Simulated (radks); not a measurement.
Excited configurations of Pr: one electron is placed in a higher orbital outside [Xe] 4f3 6s1. The ground configuration is [Xe] 4f3 6s2. All-electron calculation, non-relativistic Kohn-Sham, PBE, spin-polarised, spherical densities, point nucleus; open shells are filled with parallel spins first (spin-orbit coupling, left out, can overturn this in heavy ions); relativity is left out, which matters for an element this heavy. Program: a radial shooting solver on a logarithmic mesh with Libxc functionals. Excitation = E - E(ground); binding = E(ion) - E, where the ion is the core of charge +1; n* = 1/sqrt(2 binding) in atomic units, and the quantum defect is n - n*.

| outer orbital | excitation (eV) | binding (eV) | n* | quantum defect | <r> (bohr) |
|---|---|---|---|---|---|
| 5d | 0.361 | 4.827 | 1.679 | 3.321 | 3.428 |
| 5f | 4.192 | 0.997 | 3.695 | 1.305 | 15.89 |
| 6p | 1.430 | 3.759 | 1.902 | 4.098 | 5.759 |
| 6d | 3.585 | 1.604 | 2.912 | 3.088 | 10.86 |
| 6f | 4.465 | 0.724 | 4.336 | 1.664 | 26.50 |
| 7s | 3.070 | 2.119 | 2.534 | 4.466 | 10.60 |
| 7p | 3.547 | 1.642 | 2.879 | 4.121 | 12.96 |
| 7d | 4.168 | 1.021 | 3.651 | 3.349 | 20.03 |
| 7f | 4.653 | 0.536 | 5.040 | 1.960 | 39.03 |

The Delta-SCF ionisation energy is 5.189 eV (NIST Atomic Spectra Database: 5.470 eV, semi-empirical). Self-interaction in the functional shifts the binding energies and quantum defects, so they are the method's values and not measured ones. Relativity is left out here, which matters for elements this heavy. Open shells are spherical and high-spin; term and fine-structure splittings are not resolved.
